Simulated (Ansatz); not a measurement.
Cr3S3⁻, relaxed as a doublet with UKS PBE-D4/def2-SVPD in Ansatz, starting from the GFN2-xTB geometry. Force threshold 0.02 eV/Å.

The charge -1 doublet is spin-contaminated (final ⟨S²⟩ up to 4.80, 0.75 for a pure state). The structure comes from a short search, and lower isomers may exist.

Start:

```
atom    x (Å)    y (Å)    z (Å)
 Cr1  -0.6505  -1.2131  -0.3055
 Cr2   0.1633   0.8340  -0.9943
 Cr3   0.4949   0.4200   1.2519
  S4  -0.2921  -1.6462   1.9459
  S5   1.2736   2.4078   0.5803
  S6  -0.9891  -0.8025  -2.4784
```

```csv
step,energy (eV),largest force component (eV/Å),SCF passes
1,-117724.9593,1.222,225
2,-117725.2984,1.297,123
3,-117725.5455,1.204,61
4,-117725.6408,0.599,47
5,-117725.6650,0.603,46
6,-117725.7288,0.163,45
7,-117725.7318,0.081,45
8,-117725.7328,0.055,42
9,-117725.7339,0.030,34
10,-117725.7353,0.025,40
11,-117725.7372,0.033,40
12 (rejected),-117725.7259,0.666,54
13,-117725.7419,0.232,48
14,-117725.7538,0.096,46
15 (rejected),-117725.7502,0.298,42
16,-117725.7566,0.073,41
17,-117725.7572,0.017,37
```

Force components are those of the run's own axes.

End:

Cartesian coordinates in Å:
```
Cr -0.3741 -1.3857 -0.2531
Cr 0.4561 0.8044 -1.1263
Cr 0.4135 0.3853 1.3605
S -0.4721 -1.7383 1.8997
S 1.0598 2.3766 0.2619
S -1.0832 -0.4422 -2.1428
```

By distances, no bond broke or formed. The bond that changes most is Cr2–S5, from 2.49 to 2.18 Å (atoms count from 1). The end is the same structure that another start reached, the lowest one found.

No frequencies were taken in this run, so the end may be a saddle point.

Hardware: 4 threads of Arm Neoverse V2 on a shared host. Wall time 2 min, peak host memory 0.73 GiB.
